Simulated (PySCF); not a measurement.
**A single-point calculation**

Pb(NCS)2 (singlet). PySCF 2.14.0, RKS B3LYP, Pb def2-SVP with ECP60, N def2-SVP, C def2-SVP, S def2-SVP; non-relativistic Hamiltonian with scalar-relativistic core potentials where named; density fitting; no spin-orbit coupling. Purpose: level B3LYP.

```python
mol = gto.M(atom='''
Pb    -0.00000     0.00000    -1.03674
N      1.59379    -0.00000     0.46103
C      2.70745    -0.00000     0.90403
S      4.16733    -0.00000     1.51953
N     -1.59379     0.00000     0.46103
C     -2.70745     0.00000     0.90403
S     -4.16733     0.00000     1.51953''',
    basis={'Pb': 'def2-SVP', 'N': 'def2-SVP', 'C': 'def2-SVP', 'S': 'def2-SVP'},
    ecp={'Pb': 'def2-SVP'},
    charge=0, spin=0)
mf = dft.RKS(mol, xc='B3LYP')
mf.grids.atom_grid = (75, 302)
mf = mf.density_fit()  # fitting sets: Pb def2-universal-JKFIT, N def2-universal-JKFIT, C def2-universal-JKFIT, S def2-universal-JKFIT
mf.conv_tol = 1e-08; mf.max_cycle = 55
mf.kernel(dm0)  # dm0: converged density of the relaxed state
mf.nuc_grad_method().kernel()
```

Run from Python with OMP_NUM_THREADS=2; the lines above give its settings. Where DIIS fails, smearing, a level shift and second-order steps follow.
It took 9.1 s on 2 threads of Arm Neoverse V1, on a shared host, from an already converged density.

(1) Where do the frontier levels lie, over both spins?

(2) What are the Mulliken charges and spins?

(3) What forces act on the atoms (eV/Å)?

The geometry was relaxed with PBE0 (Pb def2-SVP with ECP60, N def2-SVP, C def2-SVP, S def2-SVP).

Answers

(1) HOMO -6.64 eV, LUMO -3.72 eV. 

(2) 
```json
{"atom": "Pb1", "charge (e)": "0.869", "spin (e)": "0.000"}
{"atom": "N2", "charge (e)": "-0.235", "spin (e)": "0.000"}
{"atom": "C3", "charge (e)": "-0.027", "spin (e)": "0.000"}
{"atom": "S4", "charge (e)": "-0.173", "spin (e)": "0.000"}
{"atom": "N5", "charge (e)": "-0.235", "spin (e)": "0.000"}
{"atom": "C6", "charge (e)": "-0.027", "spin (e)": "0.000"}
{"atom": "S7", "charge (e)": "-0.173", "spin (e)": "0.000"}
```

(3) 
```
Pb   0.00  0.00 -0.31
N   -0.08  0.00  0.04
C    0.01  0.00  0.00
S    0.26  0.00  0.11
N    0.08  0.00  0.04
C   -0.01  0.00  0.00
S   -0.26  0.00  0.11
```
Forces carry noise of the integration grid, about 0.01 to 0.03 eV/Å.
